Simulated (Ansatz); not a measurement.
Ideal-gas functions of ClF₄Ta (`[F][Ta]([F])([F])([F])[Cl]`) at 800 K and 1 bar, from an Ansatz frequency run at PBE0-D4/def2-TZVP.

Molar mass 292.39 g/mol, point group C3v (symmetry number 3), electronic degeneracy 1, moments of inertia 193.891, 347.601, 348.008 u Å². Harmonic wavenumbers (cm⁻¹, unscaled): 91, 93, 190, 190, 244, 267, 268, 381, 652, 710, 710, 725.

Use S(trans) = R[1.5 ln M + 2.5 ln T − 1.1517]; rotational temperatures θ = 24.2544 K / I; S(rot) = R[ln(√π/σ · √(T³/θAθBθC)) + 1.5]; for each mode x = 1.438777 ν̃/T, S = R[x/(eˣ − 1) − ln(1 − e⁻ˣ)] and H = RT x/(eˣ − 1); 1 cm⁻¹ = 0.0119627 kJ/mol; R = 8.31446 J/(mol·K).

Task: By hand: the entropy, in J/(mol·K).

Result: Translation 200.2. Rotation: θ = 0.1251, 0.0698, 0.0697 K, giving 122.2. Vibration, mode by mode: 23.37, 23.19, 17.28, 17.28, 15.23, 14.49, 14.46, 11.62, 7.45, 6.82, 6.82, 6.67, in all 164.7. Electronic 0.0. Sum 487.1 J/(mol·K).

Task: By hand: H − E and G − E in kJ/mol, counted from the electronic energy.

Result: Zero-point energy ½ × 4521 × 0.0119627 = 27.0; thermal vibration 57.0; translation, rotation and pV give 4 RT = 26.6. H − E = 110.6 kJ/mol, and G − E = 110.6 − 800 × 487.1/1000 = -279.1 kJ/mol.

Vibration gives 34 % of the entropy, 46.6 J/(mol·K) of it from the modes under 150 cm⁻¹: soft modes count most, and the harmonic formula is weakest for them.
